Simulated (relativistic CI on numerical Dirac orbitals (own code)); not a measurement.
Level scheme of Hg66+

Calculated at this level of theory: Dirac-Coulomb-Breit CI, separate exchange-only KLI orbitals for each configuration, model QED (radiative potential, 1s self-energy scaled to tabulated hydrogen-like ionisation energies), unscaled Slater integrals (own radial code, finite nucleus).

Configuration list (outside the closed core [Ne]): 3s2.3p2, 3s2.3p.3d, 3s.3p3, 3s2.3d2, 3p4, 3s.3p2.3d, 3p2.3d2, 3s.3p.3d2, 3p3.3d, 3s2.3d.4s, 3s2.3d.4p, 3s.3p.3d.4s, 3s2.3p.4s, 3p3.4s, 3s.3p.3d.4p, 3p3.4p, 3s2.3p.4p, 3p2.3d.4s, 3s2.3p.4d, 3s2.3p.4f, 3p2.3d.4p, 3s.3p2.4s, 3s.3p2.4p, 3s.3p2.4d, 3s.3p2.4f, 3s2.4s2, 3s2.3p.5s, 3s2.3p.5p, 3s2.4s.4p, 3s2.3p.5d, 3s2.3p.5f, 3s2.3p.5g, 3s2.4p2, 3s.3p.4s2, 3s.3p.4s.4p, 3s.3p2.5s. Levels of other configurations are missing.

```csv
No.,Configuration,Term,J,E (10³ cm⁻¹),%,Next component (%),Lifetime (s)
41,3s.3p2(1D)<2D>.3d,3G,3,12086.2,42,23 3F,2.06e-13
42,3s.3p2(3P)<2P>.3d,3D,1,12098.4,46,17 1P,1.74e-13
43,3s.3p2(3P)<2P>.3d,3F,2,12336.9,29,15 1D,1.11e-13
44,3s.3p2(1D)<2D>.3d,3D,1,12338.5,44,22 3P,1.01e-13
45,3s.3p2(1D)<2D>.3d,3P,0,12368.5,50,19 3s2.3d2 3P,1.33e-13
46,3s.3p2(3P)<4P>.3d,5D,4,12519.0,46,35 5F,5.24e-11
47,3s.3p2(3P)<4P>.3d,3P,2,12711.9,28,18 3D,5.89e-13
48,3s.3p2(1D)<2D>.3d,3G,5,12730.4,61,39 5F,3.74e-11
49,3s2.3d2,3F,2,12736.0,45,15 1D,8.45e-14
50,3s.3p2(3P)<4P>.3d,3F,3,12801.7,42,25 5P,1.48e-12
51,3s.3p2(1D)<2D>.3d,3D,3,12898.5,63,11 1F,1.00e-12
52,3s.3p2(3P)<4P>.3d,3P,1,12905.2,37,30 3D,1.21e-12
53,3s.3p2(1D)<2D>.3d,3F,4,12928.3,42,34 1G,1.81e-12
54,3s.3p2(1D)<2D>.3d,1D,2,12966.1,35,19 3D,4.38e-13
55,3s2.3d2,3P,0,12974.4,46,26 3s.3p2.3d 3P,6.75e-14
56,3s.3p2(3P)<2P>.3d,3D,3,13028.1,39,23 3F,2.84e-13
57,3s.3p2(3P)<2P>.3d,3F,4,13056.6,49,29 3G,4.32e-13
58,3s.3p2(3P)<4P>.3d,3D,1,13079.1,37,27 1P,6.22e-13
59,3s.3p2(1D)<2D>.3d,3S,1,13190.5,26,22 1P,7.30e-13
60,3s.3p2(3P)<2P>.3d,1F,3,13203.7,37,30 3F,2.93e-13
61,3s.3p2(1D)<2D>.3d,3D,2,13207.6,24,21 3P,5.08e-13
62,3s.3p2(3P)<4P>.3d,3P,0,13220.4,45,41 1S,4.62e-13
63,3s.3p2(3P)<2P>.3d,3D,2,13287.2,33,31 3P,1.71e-13
64,3p3(2P°).3d,3D°,2,13492.4,19,19 3F°,2.03e-12
65,3s2.3d2,3F,3,13577.7,75,9 3s.3p2.3d 3F,1.25e-13
66,3p3(2P°).3d,3P°,0,13619.0,51,19 5D°,8.41e-13
67,3s2.3d2,1G,4,13668.3,62,24 3F,1.60e-13
68,3p3(2P°).3d,3F°,3,13673.0,22,18 3G°,5.60e-13
69,3s2.3d2,3P,2,13679.9,39,22 1D,1.18e-13
70,3p3(2P°).3d,3D°,1,13680.7,31,25 3P°,5.07e-13
71,3s.3p<3P°>.3d2(3F),5G°,2,13709.4,44,24 3F°,4.71e-13
72,3s2.3d2,3P,1,13721.3,81,9 3s.3p2.3d 3P,1.21e-13
73,3s.3p<3P°>.3d2(3F),5G°,3,13849.3,23,20 3F°,3.44e-13
74,3s.3p<3P°>.3d2(3P),5D°,0,14101.9,45,37 3P°,1.52e-13
75,3s.3p<1P°>.3d2(3F),3D°,1,14132.4,40,35 5F°,1.31e-13
76,3s.3p<3P°>.3d2(1S),3P°,1,14188.6,30,23 5D°,1.83e-13
77,3s.3p<3P°>.3d2(3F),3D°,2,14204.1,19,14 5F°,1.24e-13
78,3s.3p3(2P°),3P°,2,14219.4,37,13 5S°,1.75e-13
79,3s2.3d2,3F,4,14460.9,69,27 1G,1.12e-12
80,3s.3p3(2P°),1P°,1,14530.4,36,24 3D°,1.01e-13
81,3s2.3d2,1D,2,14553.6,45,45 3P,9.53e-13
82,3p3(2P°).3d,3F°,4,14567.2,42,20 5D°,6.65e-13
83,3p3(2D°).3d,3D°,2,14619.6,23,18 3P°,7.35e-13
84,3s.3p<3P°>.3d2(3F),5G°,3,14635.6,24,17 5F°,1.91e-12
85,3s.3p<3P°>.3d2(3P),5D°,1,14733.7,33,31 5P°,1.62e-12
```

Energies count from the lowest computed level; ° marks odd parity; lifetimes are radiative, by E1, M1, E2, M2 decay to levels of this space only. Percentages are summed over parent terms; the parents shown are those of the largest component, closed shells are left out there, and <> holds an intermediate term.

The mean weight of the leading LS term, summed over parents, in these 45 levels is 41 %, and that of the leading jj configuration (from the same eigenvectors) 84 %, so jj coupling describes them better and the LS labels are nominal.

At this charge energies of transitions that change n are usually good to better than 1 %, and those within a shell (Δn = 0) to a few per cent.

LS names give the leading component of a level, which can be under half, so a name can repeat, a term be missing and a line seem to break the LS rules.
